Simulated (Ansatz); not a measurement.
`C[SiH](Cl)OC=S` + H₂S → `S=CS` + `C[SiH](O)Cl`  (substitution at a C–O bond)

Program: Ansatz. Geometries: PBE0-D4/def2-TZVP. ΔE: electronic, gas phase. CCSD(T)/CBS adds triple-zeta CCSD(T) − MP2 to the extrapolated MP2 energy (def2 sets, frozen cores). This one scheme is used for every species. Functionals use def2-TZVPP. One conformer a species, not always the lowest.

```json
{"level": "PBE-D4", "ΔE (eV)": "-0.30"}
{"level": "ωB97X-V", "ΔE (eV)": "-0.18"}
{"level": "r2SCAN", "ΔE (eV)": "-0.30"}
{"level": "MP2/def2-TZVPP", "ΔE (eV)": "-0.30"}
{"level": "CCSD/def2-TZVPP", "ΔE (eV)": "-0.21"}
{"level": "CCSD(T)/def2-TZVPP", "ΔE (eV)": "-0.23"}
{"level": "MP2/def2-QZVPP", "ΔE (eV)": "-0.33"}
{"level": "MP2/CBS(def2)", "ΔE (eV)": "-0.35"}
```

What does CCSD(T)/CBS give? (Estimate.)

Ansatz gave: -0.28 eV. The listed levels differ from it by -0.02, 0.10, -0.02, -0.02, 0.07, 0.05, -0.05, -0.07 eV.

Largest T1 diagnostic among the species: 0.018.

In def2-TZVPP, CCSD(T) changes the Hartree–Fock value by −0.10 eV (the triples alone add −0.02 eV) and MP2 by −0.18 eV.
